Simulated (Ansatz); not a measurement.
Reaction (ligand exchange at the Si–S bond): `C=C[SiH2]S` + `S[SiH](Cl)Cl` → `C=C[SiH2]S[SiH](Cl)Cl` + H₂S

Isolated molecules relaxed with PBE0-D4/def2-TZVP in Ansatz; ΔE leaves out vibrations. CBS: MP2 limit from def2 TZ/QZ plus the TZ coupled-cluster correction, frozen cores. This one scheme is used for every species. Functionals use def2-TZVPP. Each species was taken in one conformer, which may not be the lowest.

| level | ΔE (eV) |
| --- | --- |
| ωB97M-V | -0.13 |
| CCSD(T)/def2-TZVPP | -0.13 |

Problem. What does CCSD(T)/CBS give? (Best estimate.)

Solution. Ansatz gave: -0.14 eV. The listed levels differ from it by 0.01, 0.01 eV.

Largest T1 diagnostic among the species: 0.011.

The D4 term adds −0.19 eV with B3LYP and −0.11 eV with PBE0; it sums over pairs of atoms, weighted by their polarisabilities, and B3LYP, whose exchange is more repulsive, gets the larger term. In def2-TZVPP, CCSD(T) changes the Hartree–Fock value by −0.16 eV (the triples alone add −0.03 eV) and MP2 by −0.20 eV.

B3LYP here is the variant with VWN-RPA as its local correlation; programs differ in this.
